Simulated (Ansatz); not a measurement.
Geometry optimisation, Ansatz, RKS PBE-D4/cc-pVDZ.

input.yaml

```yaml
crystal:
  periodic: [false, false, false]
  atoms:
    - { symbol: O, position_ang: [0.7704, -1.9751, -1.5377] }
    - { symbol: C, position_ang: [0.2983, -0.6397, -1.4088] }
    - { symbol: C, position_ang: [-0.0473, -0.0046, -0.2836] }
    - { symbol: Si, position_ang: [0.0556, -0.5387, 1.3683] }
    - { symbol: Si, position_ang: [-0.5431, 1.6422, -0.1994] }
    - { symbol: F, position_ang: [0.6392, 2.646, 0.2855] }
    - { symbol: H, position_ang: [0.8306, -2.354, -0.6778] }
    - { symbol: H, position_ang: [0.3005, -0.1617, -2.4015] }
    - { symbol: H, position_ang: [-1.3603, -0.7326, 2.0141] }
    - { symbol: H, position_ang: [0.9511, 0.0768, 2.3346] }
    - { symbol: H, position_ang: [-1.8297, 1.9844, 0.5269] }
basis:
  gaussian: { orbitals: cc-pVDZ }
hamiltonian:
  xc: pbe
  dispersion: d4
relax:
  f_tol: 0.015
  max_steps: 40
```

Run as:

```bash
$ ansatz run input.yaml --threads 2 --pin off --max-ram 3072MiB --backend cpu --events-out ev --progress --plain --runs-dir out
```

Problem. Where does it end, and by what steps?

Solution. The forces met the threshold. After 32 steps the energy has fallen by 1.950 eV; H11 moved furthest, 1.81 Å. Parted: Si4–Si5, Si5–H11. Joined: Si4–H11.

```tsv
step	energy less start (eV)	largest force component (eV/Å)	accepted
0	0.0000	3.314	yes
2	-0.7677	0.982	yes
4	-0.8310	0.444	no
6	-0.8630	0.084	yes
8	-0.8670	0.131	yes
10	-0.9299	0.700	yes
12	-1.3700	0.625	yes
14	-1.4484	0.375	yes
16	-1.4692	0.122	yes
18	-1.4718	0.072	yes
20	-1.4813	0.450	yes
22	-1.5645	1.037	yes
24	-1.8181	0.957	yes
26	-1.9246	0.218	yes
28	-1.9457	0.201	yes
30	-1.9495	0.039	yes
32	-1.9497	0.011	yes
```

```xyz
11
Properties=species:S:1:pos:R:3
O 0.171 -1.975 -1.207
C 0.276 -0.651 -1.420
C 0.130 0.362 -0.505
Si -0.266 0.041 1.308
Si 0.348 2.105 -1.174
F 0.076 2.914 0.296
H -0.036 -2.097 -0.247
H 0.508 -0.464 -2.486
H -0.379 -1.466 1.526
H 0.825 0.534 2.219
H -1.587 0.641 1.711
```

Run time: 2.8 min on 2 threads of Arm Neoverse N1 (shared host), peak memory 0.17 GiB.
